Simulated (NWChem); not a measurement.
Everything below was run with NWChem. System: ITl, charge 0, spin multiplicity 1, at a geometry optimised with PBE/def2-SVP with def2 effective core potentials on I, Tl. The structure started from a generated list of species. Level: G0W0@PBE/def2-TZVPP with def2 effective core potentials on I, Tl, RI basis def2-tzvpp-rifit, no spin-orbit coupling.

The NWChem input:

```
start mol
memory heap 200 mb stack 700 mb global 1700 mb
geometry units angstroms nocenter noautoz
  Tl     0.000000     0.000000    -1.140914
  I      0.000000     0.000000     1.743661
  symmetry group C2v
end
basis spherical
  * library def2-tzvpp
end
ecp
  I library def2-ecp
  Tl library def2-ecp
end
basis "ri basis" bse spherical
  * library def2-tzvpp-rifit
end
dft
  xc xpbe96 cpbe96
  iterations 100
  direct
  tolerances tight
end
task dft energy
gw
  states alpha occ 4 vir 2
end
task dft gw
```

Output (cleaned and shortened):

```
             Northwest Computational Chemistry Package (NWChem) 7.3.0
             --------------------------------------------------------

                                NWChem Input Module
                                -------------------

 Scaling coordinates for geometry "geometry" by  1.889725989
 (inverse scale =  0.529177249)

 Turning off AUTOSYM since
 SYMMETRY directive was detected!

                             Geometry "geometry" -> ""
                             -------------------------

 Output coordinates in angstroms (scale by  1.889725989 to convert to a.u.)

  No.       Tag          Charge          X              Y              Z
 ---- ---------------- ---------- -------------- -------------- --------------
    1 Tl                  81.0000     0.00000000     0.00000000    -1.14091400
    2 I                   53.0000     0.00000000     0.00000000     1.74366100

 Effective nuclear repulsion energy (a.u.)     787.5537748042

            Nuclear Dipole moment (a.u.)
            ----------------------------
        X                 Y               Z
 ---------------- ---------------- ----------------
     0.0000000000     0.0000000000    -0.0000018897

      Symmetry information
      --------------------

 Group name             C2v
 Group number             16
 Group order               4
 No. of unique centers     2

      Symmetry unique atoms

     1    2


 Summary of "ao basis" -> "" (spherical)
 ------------------------------------------------------------------------------
       Tag                 Description            Shells   Functions and Types
 ---------------- ------------------------------  ------  ---------------------
 *                         def2-tzvpp                 on all atoms

 Summary of "ri basis" -> "" (spherical)
 ------------------------------------------------------------------------------
       Tag                 Description            Shells   Functions and Types
 ---------------- ------------------------------  ------  ---------------------
 *                      def2-tzvpp-rifit              on all atoms

  pbe96 is a nonlocal functional; adding pw91lda local functional.

                                 NWChem DFT Module
                                 -----------------

 Summary of "ao basis" -> "ao basis" (spherical)
 ------------------------------------------------------------------------------
       Tag                 Description            Shells   Functions and Types
 ---------------- ------------------------------  ------  ---------------------
 Tl                        def2-tzvpp               16       50   6s5p3d2f
 I                         def2-tzvpp               16       50   6s5p3d2f

 Summary of "ao basis" -> "ao basis" (spherical)
 ------------------------------------------------------------------------------
       Tag                 Description            Shells   Functions and Types
 ---------------- ------------------------------  ------  ---------------------
 Tl                        def2-tzvpp               16       50   6s5p3d2f
 I                         def2-tzvpp               16       50   6s5p3d2f

      Symmetry analysis of basis
      --------------------------

        a1         42
        a2         10
        b1         24
        b2         24

            General Information
            -------------------
          SCF calculation type: DFT
          Wavefunction type:  closed shell.
          No. of atoms     :     2
          No. of electrons :    46
           Alpha electrons :    23
            Beta electrons :    23
          Charge           :     0
          Spin multiplicity:     1
          Use of symmetry is: on ; symmetry adaption is: on
          Maximum number of iterations: 100
          This is a Direct SCF calculation.
          AO basis - number of functions:   100
                     number of shells:    32
          Convergence on energy requested:  1.00D-06
          Convergence on density requested:  1.00D-05
          Convergence on gradient requested:  5.00D-04

              XC Information
              --------------
          PerdewBurkeErnzerhof Exchange Functional  1.000
            Perdew 1991 LDA Correlation Functional  1.000 local
           PerdewBurkeErnz. Correlation Functional  1.000 non-local

             Grid Information
             ----------------
          Grid used for XC integration:  medium
          Radial quadrature: Mura-Knowles
          Angular quadrature: Lebedev.
          Tag              B.-S. Rad. Rad. Pts. Rad. Cut. Ang. Pts.
          ---              ---------- --------- --------- ---------
          Tl                  1.90      123          11.0       590
          I                   1.40      123          12.0       590
          Grid pruning is: on
          Number of quadrature shells:   246
          Spatial weights used:  Erf1

          Convergence Information
          -----------------------
          Convergence aids based upon iterative change in
          total energy or number of iterations.
          Levelshifting, if invoked, occurs when the
          HOMO/LUMO gap drops below (HL_TOL):  1.00D-02
          DIIS, if invoked, will attempt to extrapolate
          using up to (NFOCK): 10 stored Fock matrices.

                    Damping( 0%)  Levelshifting(0.5)       DIIS
                  --------------- ------------------- ---------------
          dE  on:    start            ASAP                start
          dE off:    2 iters        100 iters           100 iters

      Screening Tolerance Information
      -------------------------------
[...]
 d= 0,ls=0.0,diis     2   -469.5491611081  7.32D-01  1.78D-02  3.84D+00     7.0

 !! scf_movecs_sym_adapt:   48 vectors were symmetry contaminated

  Symmetry fudging

 !! scf_movecs_sym_adapt:   46 vectors were symmetry contaminated

 d= 0,ls=0.0,diis     3   -470.3330586091 -7.84D-01  2.38D-03  1.74D-02     9.5

 !! scf_movecs_sym_adapt:   48 vectors were symmetry contaminated

  Symmetry fudging

 !! scf_movecs_sym_adapt:   48 vectors were symmetry contaminated

 d= 0,ls=0.0,diis     4   -470.3350420097 -1.98D-03  7.66D-04  1.36D-02    12.0

 !! scf_movecs_sym_adapt:   48 vectors were symmetry contaminated

  Symmetry fudging

 !! scf_movecs_sym_adapt:   48 vectors were symmetry contaminated

 d= 0,ls=0.0,diis     5   -470.3361625322 -1.12D-03  2.45D-04  1.03D-03    14.5

 !! scf_movecs_sym_adapt:   48 vectors were symmetry contaminated

  Symmetry fudging

 !! scf_movecs_sym_adapt:   48 vectors were symmetry contaminated

 d= 0,ls=0.0,diis     6   -470.3362886535 -1.26D-04  9.01D-05  4.16D-05    17.0

 !! scf_movecs_sym_adapt:   48 vectors were symmetry contaminated

  Symmetry fudging

 !! scf_movecs_sym_adapt:   48 vectors were symmetry contaminated

 d= 0,ls=0.0,diis     7   -470.3362975057 -8.85D-06  1.55D-05  2.38D-06    19.5

 !! scf_movecs_sym_adapt:   48 vectors were symmetry contaminated

  Symmetry fudging

 !! scf_movecs_sym_adapt:   46 vectors were symmetry contaminated

 d= 0,ls=0.0,diis     8   -470.3362976760 -1.70D-07  5.40D-06  1.92D-07    21.9

         Total DFT energy =     -470.336297675966
      One electron energy =    -1012.679611167142
           Coulomb energy =      483.231158515054
    Exchange-Corr. energy =      -37.199452704331
 Nuclear repulsion energy =       96.311607680453

 Numeric. integr. density =       45.999999355230

     Total iterative time =     20.0s

                  Occupations of the irreducible representations
                  ----------------------------------------------

                     irrep           alpha         beta
                     --------     --------     --------
                     a1               11.0         11.0
                     a2                2.0          2.0
                     b1                5.0          5.0
                     b2                5.0          5.0

                       DFT Final Molecular Orbital Analysis
                       ------------------------------------

 Vector   21  Occ=2.000000D+00  E=-2.197048D-01  Symmetry=a1
              MO Center= -5.6D-16, -1.6D-15,  7.8D-01, r^2= 4.7D+00
   Bfn.  Coefficient  Atom+Function         Bfn.  Coefficient  Atom+Function
  ----- ------------  ---------------      ----- ------------  ---------------
    68      0.467970  2 I  pz                62     -0.397447  2 I  pz
    65      0.316187  2 I  pz                 6      0.278758  1 Tl s
     5      0.251266  1 Tl s                 71      0.249827  2 I  pz
     3     -0.206092  1 Tl s                 12      0.194496  1 Tl pz
    18     -0.174854  1 Tl pz                15     -0.173357  1 Tl pz

 Vector   22  Occ=2.000000D+00  E=-2.144726D-01  Symmetry=b1
              MO Center= -1.1D-15, -5.6D-19,  1.6D+00, r^2= 2.4D+00
   Bfn.  Coefficient  Atom+Function         Bfn.  Coefficient  Atom+Function
  ----- ------------  ---------------      ----- ------------  ---------------
    66      0.514125  2 I  px                60     -0.438414  2 I  px
    63      0.349583  2 I  px                69      0.286926  2 I  px
    16      0.088033  1 Tl px                10     -0.077741  1 Tl px
    13      0.068484  1 Tl px                25      0.058600  1 Tl d  1
    57     -0.055796  2 I  px                19      0.026850  1 Tl px

 Vector   23  Occ=2.000000D+00  E=-2.144726D-01  Symmetry=b2
              MO Center=  4.1D-19,  6.4D-16,  1.6D+00, r^2= 2.4D+00
   Bfn.  Coefficient  Atom+Function         Bfn.  Coefficient  Atom+Function
  ----- ------------  ---------------      ----- ------------  ---------------
    67      0.514125  2 I  py                61     -0.438414  2 I  py
    64      0.349583  2 I  py                70      0.286926  2 I  py
    17      0.088033  1 Tl py                11     -0.077741  1 Tl py
    14      0.068484  1 Tl py                23     -0.058600  1 Tl d -1
    58     -0.055796  2 I  py                20      0.026850  1 Tl py

 Vector   24  Occ=0.000000D+00  E=-9.574327D-02  Symmetry=b1
              MO Center=  2.3D-16,  7.0D-19, -1.0D+00, r^2= 4.8D+00
   Bfn.  Coefficient  Atom+Function         Bfn.  Coefficient  Atom+Function
  ----- ------------  ---------------      ----- ------------  ---------------
    16      0.563042  1 Tl px                10     -0.365313  1 Tl px
    13      0.326273  1 Tl px                19      0.306294  1 Tl px
    69     -0.160712  2 I  px                66     -0.135670  2 I  px
    60      0.128018  2 I  px                63     -0.114269  2 I  px
     7      0.072095  1 Tl px                85      0.046804  2 I  d  1

 Vector   25  Occ=0.000000D+00  E=-9.574327D-02  Symmetry=b2
              MO Center= -7.5D-19,  4.4D-16, -1.0D+00, r^2= 4.8D+00
   Bfn.  Coefficient  Atom+Function         Bfn.  Coefficient  Atom+Function
  ----- ------------  ---------------      ----- ------------  ---------------
    17      0.563042  1 Tl py                11     -0.365313  1 Tl py
    14      0.326273  1 Tl py                20      0.306294  1 Tl py
    70     -0.160712  2 I  py                67     -0.135670  2 I  py
    61      0.128018  2 I  py                64     -0.114269  2 I  py
     8      0.072095  1 Tl py                83     -0.046804  2 I  d -1

 Vector   26  Occ=0.000000D+00  E=-4.063869D-02  Symmetry=a1
              MO Center=  1.2D-15,  1.9D-15, -9.8D-01, r^2= 8.1D+00
   Bfn.  Coefficient  Atom+Function         Bfn.  Coefficient  Atom+Function
  ----- ------------  ---------------      ----- ------------  ---------------
    21      0.596518  1 Tl pz                18      0.442295  1 Tl pz
    56     -0.342586  2 I  s                 71      0.333021  2 I  pz
     5      0.311594  1 Tl s                 12     -0.285736  1 Tl pz
    15      0.261893  1 Tl pz                55     -0.201361  2 I  s
    68      0.197214  2 I  pz                62     -0.190593  2 I  pz

 center of mass
 --------------
 x =   0.00000000 y =   0.00000000 z =  -0.07167152

 moments of inertia (a.u.)
 ------------------
        2328.894210325554           0.000000000000           0.000000000000
           0.000000000000        2328.894210325554           0.000000000000
           0.000000000000           0.000000000000           0.000000000000

     Multipole analysis of the density
     ---------------------------------

     L   x y z        total         alpha         beta         nuclear
     -   - - -        -----         -----         ----         -------
     0   0 0 0     -0.000000    -23.000000    -23.000000     46.000000

     1   1 0 0     -0.000000     -0.000000     -0.000000      0.000000
     1   0 1 0     -0.000000     -0.000000     -0.000000      0.000000
     1   0 0 1     -1.758817    -19.429272    -19.429272     37.099726

     2   2 0 0    -38.738740    -19.369370    -19.369370      0.000000
     2   1 1 0     -0.000000     -0.000000     -0.000000      0.000000
     2   1 0 1      0.000000      0.000000      0.000000      0.000000
     2   0 2 0    -38.738740    -19.369370    -19.369370      0.000000
     2   0 1 1      0.000000      0.000000      0.000000      0.000000
     2   0 0 2    -41.148214   -205.098539   -205.098539    369.048863

 Task  times  cpu:       21.9s     wall:       21.9s

                                NWChem Input Module
                                -------------------

                                 NWChem GW Module
                                 ----------------

                             ***********************
                             ***        GW       ***
                             ***********************

 Summary of "ri basis" -> "ri basis" (spherical)
 ------------------------------------------------------------------------------
       Tag                 Description            Shells   Functions and Types
 ---------------- ------------------------------  ------  ---------------------
 Tl                     def2-tzvpp-rifit            38      184   9s8p8d6f4g3h
 I                      def2-tzvpp-rifit            38      184   9s8p8d6f4g3h

                 Memory Information
                 ------------------
          Available GA per process is          1699.9 MBs
          Available stack per process is        700.0 MBs
          Available heap per process is           0.0 MBs

          Peak memory in Initialization
              Peak GA per process is                  8.0 MBs
              Peak stack per process is               0.1 MBs
              Peak heap per process is                8.6 MBs
              Memory not in MA per process            0.0 MBs

          Peak memory in AFF Calculation
              Peak GA per process is                 35.8 MBs
              Peak stack per process is              23.9 MBs
              Peak heap per process is                0.0 MBs
              Memory not in MA per process           23.9 MBs

          Computing 2-center integrals
          Computing Inverse Cholesky factor
          Computing 3-center integrals
          Computing V_xc ...

          Computing Sigma_x
          Computing RPA polarizability
          Solving quasiparticle equations

                  Alpha Orbitals
          State     Energy (eV)     Error (eV)
          -----------------------------------
@GW        20        -13.154           0.004
@GW        21         -8.350           0.002
@GW        22         -8.059           0.005
@GW        23         -8.059           0.005
@GW        24         -0.332           0.005
@GW        25         -0.332           0.005

   Applying  -2.2225 eV scissor-shift to rest of particle states

   Applying   2.2729 eV scissor-shift to rest of hole states

     GW Timing Statistics
   ------------------------
   Init.   :          0.3s
     ERIs  :          1.6s
     Distr.:          0.0s
     Vxc   :          0.2s
   Sigma_x :          0.0s
   RPA     :          1.7s
   Wmn     :          0.0s
   Sigma_c :          0.0s
   GW total:          3.9s

 Task  times  cpu:        3.9s     wall:        3.9s

 Total times  cpu:       25.8s     wall:       25.8s
```
